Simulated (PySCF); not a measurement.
A survey of 15N NMR shifts

- GIAO PBE0/pcSseg-1 shieldings
- geometry from GFN2-xTB
- run in PySCF
- relativity neglected, rapidly exchanging positions averaged, one conformer, no solvent model

Shieldings were converted by a linear fit to measured shifts: 15N: δ = -148.07 − 0.921σ (rms 6.3 ppm, 71 shifts vs CH3NO2, solution or neat liquid). A few per cent of atoms miss by over 2 rms, more outside the fitted compound classes.

Task: Give the 15N shifts of `CCc1cc[n+]([O-])cc1`, `CCc1cc[n+]([O-])cc1`, `C=NC[C@H]1OCC(=O)[SiH2]1`.

Result: 
| compound | environment | δ (ppm) |
| --- | --- | --- |
| CCc1cc[n+]([O-])cc1 | cationic ring nitrogen | -86.5 |
| CCc1cc[n+]([O-])cc1 | cationic ring nitrogen | -86.5 |
| C=NC[C@H]1OCC(=O)[SiH2]1 | imine nitrogen | -14.6 |

Task: Order these by 15N shift, lowest first.
A. Oc1cnc(CC[SiH3])o1
B. CO[Si@H](O)n1cccc1
C. N#C[C@H]1CC[SiH2]OCO1
D. C=NC(=C)O[SiH2]C(C)=O

Result: B (-220.3 ppm, pyrrole-type ring nitrogen), A (-117.7 ppm, pyridine-type nitrogen of an azole), C (-96.9 ppm, nitrile nitrogen), D (-33.5 ppm, imine nitrogen).
